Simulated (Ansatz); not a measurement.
Molecule: sum formula H₈SiN₃O (charge +1, singlet). It need not be the lowest isomer of its formula. 
Coordinates optimised at B3LYP-D3(BJ)/def2-TZVP (Ansatz, a first-principles code):
```xyz
13

Si     0.0731     0.1439    -0.1319
O     -0.4020    -1.2229     1.0603
N     -1.2368     1.1012    -0.5136
N      1.1118     0.9069     0.9471
N      0.4682    -0.9038    -1.3854
H     -0.9531    -1.9561     0.7422
H     -1.4906     1.9321    -0.0030
H     -1.8475     0.9281    -1.2963
H      1.2463     1.9066     0.9040
H      1.9160     0.4524     1.3536
H      1.1818    -1.6132    -1.3072
H      0.3495    -0.6164    -2.3460
H     -0.6114    -0.9949     1.9803
```
Charge +1, spin multiplicity 1.

Parts of the frozen-core correlation energy in 6-31G* (Ansatz, hartree). Frozen orbitals: 9; correlated occupied orbitals by spin: 16 and 16; virtual: 70 and 70. No spin-orbit coupling. Non-relativistic.

| term | value |
|---|---|
| reference (HF) | -531.67603 |
| MP2 opposite-spin | … |
| MP2 same-spin | … |
| CCSD correlation | -0.79304 |
| (T) | … |
| T1 diagnostic | 0.010 |
| largest doubles amplitude | 0.020 |

Q: Fill in the missing entries.

A: 
- MP2 opposite-spin, value: -0.55905
- MP2 same-spin, value: -0.19228
- (T), value: -0.01556
